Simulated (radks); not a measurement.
Task: The mean radii <r> (bohr) of the occupied orbitals of an atom or ion are listed with their occupations. Method: Dirac Kohn-Sham, RPBE, spin-unpolarised, spherical densities, finite nucleus; Fermi nuclear charge, rms radius of each element as measured or else 0.836 A^(1/3) + 0.57 fm; computed with a radial shooting solver on a logarithmic mesh with Libxc functionals.

| orbital | occ. | <r> |
|---|---|---|
| 1s1/2 | 2 | 0.06354 |
| 2s1/2 | 2 | 0.2926 |
| 2p1/2 | 2 | 0.2576 |
| 2p3/2 | 4 | 0.2605 |
| 3s1/2 | 2 | 0.8625 |
| 3p1/2 | 2 | 0.8928 |
| 3p3/2 | 3 | 0.8996 |
| 3d3/2 | 2 | 0.9647 |
| 4p1/2 | 1 | 2.372 |

Name the element and its charge. Open shells, if any, fill j = l - 1/2 first.

Result: Z = 24, chromium, charge +4: Cr4+ in [Ne] 3s2 3p5 3d2 4p1. The 1s radius gives Z: for a bare nucleus <r> = (2 gamma + 1)/(2Z) with gamma = sqrt(1 - (Z/c)^2), 0.06186 bohr for Z = 24, and screening makes it slightly larger (0.06354 here). The occupations add up to 20, and the charge is Z minus that.
